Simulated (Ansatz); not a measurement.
Start from `C#[C][In]([Cl])[Cl]` and change one atom or group to get `[SiH3][O][In]([Cl])[Cl]`.

Ansatz, PBE0-D4/def2-TZVP geometries, multiplicity 1. Each molecule was computed in one conformer, which needn't be the lowest.

Elements past krypton have def2 core potentials.

| property | `C#[C][In]([Cl])[Cl]` |
| --- | --- |
| LUMO energy (ωB97M-V/def2-TZVPP) / eV | -0.37 |
| LUMO energy (PBE0/def2-TZVPP) / eV | -2.06 |
| LUMO energy (PBE/def2-TZVPP) / eV | -2.82 |
| HOMO–LUMO gap (ωB97M-V/def2-TZVPP) / eV | 10.74 |
| HOMO energy (PBE0/def2-TZVPP) / eV | -8.84 |
| size of the dipole moment (ωB97M-V/def2-TZVPP) / D | 2.67 |

Problem. What does the change do to each property? (An estimate is asked.)

Solution. The calculation gave: 
| property | `[SiH3][O][In]([Cl])[Cl]` | shift |
| --- | --- | --- |
| LUMO energy (ωB97M-V/def2-TZVPP) / eV | -0.79 | -0.42 |
| LUMO energy (PBE0/def2-TZVPP) / eV | -2.74 | -0.68 |
| LUMO energy (PBE/def2-TZVPP) / eV | -3.64 | -0.82 |
| HOMO–LUMO gap (ωB97M-V/def2-TZVPP) / eV | 10.32 | -0.42 |
| HOMO energy (PBE0/def2-TZVPP) / eV | -8.81 | 0.03 |
| size of the dipole moment (ωB97M-V/def2-TZVPP) / D | 0.24 | -2.43 |

Dipoles are sizes alone; their direction can turn.
